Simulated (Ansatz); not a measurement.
CH₄AlFO₂ (SMILES C[O][Al]([OH])[F]), singlet, geometry from GFN2-xTB (such geometries of metal compounds can be far from the true shape); Ansatz (a first-principles code) with MP2/def2-TZVPP.

Ansatz was given this input:
Ansatz 0.2 input:
```yaml
crystal:
  periodic: [false, false, false]
  atoms:
    - {symbol: Al, position_ang: [0.02582713, 0.42917901, 0.31546089]}
    - {symbol: F, position_ang: [1.02880439, 1.71123044, 0.05608969]}
    - {symbol: O, position_ang: [-0.99950813, 0.38112299, 1.60759740]}
    - {symbol: H, position_ang: [-1.24706961, 0.90599618, 2.35665290]}
    - {symbol: O, position_ang: [0.14316986, -0.76331544, -0.80740913]}
    - {symbol: C, position_ang: [-0.14305943, -1.98466053, -1.42783094]}
    - {symbol: H, position_ang: [-0.52171638, -1.79578553, -2.43538704]}
    - {symbol: H, position_ang: [0.77348822, -2.57620088, -1.49420480]}
    - {symbol: H, position_ang: [-0.89063177, -2.54890801, -0.86738014]}
basis:
  gaussian:
    orbitals: def2-TZVPP
magnetization: {spin_polarized: false}
correlation: {method: mp2}
```

The log (banner, timings and long lists left out):

```
Functional definition: HF
1365 factors; integrals over basis functions are off by at most 9.8e-4 eV
mean field evaluation 1: about -14460.3913 eV, gradient 5.6e1 eV
mean field evaluation 2: about -14460.5502 eV, gradient 5.6e1 eV
mean field evaluation 4: about -14465.7025 eV, gradient 2.9e0 eV
mean field evaluation 8: about -14465.7640 eV, gradient 3.4e-1 eV
mean field -14465.76434023 eV, -531.6070342562 hartree, gradient 3.2e-6 eV, S^2 0.000000; 0 other end points of the search recorded, 0 dependent functions left out
9 core orbitals not correlated
reference -14465.76434023 eV, -531.6070342562 hartree; 15, 15 occupied and 198, 198 virtual orbitals, 1365 factors
second order -26.47411120 eV of doubles, -0.00000000 eV of singles
Total energy: -14492.23845143 eV, -532.5799398982 hartree
```
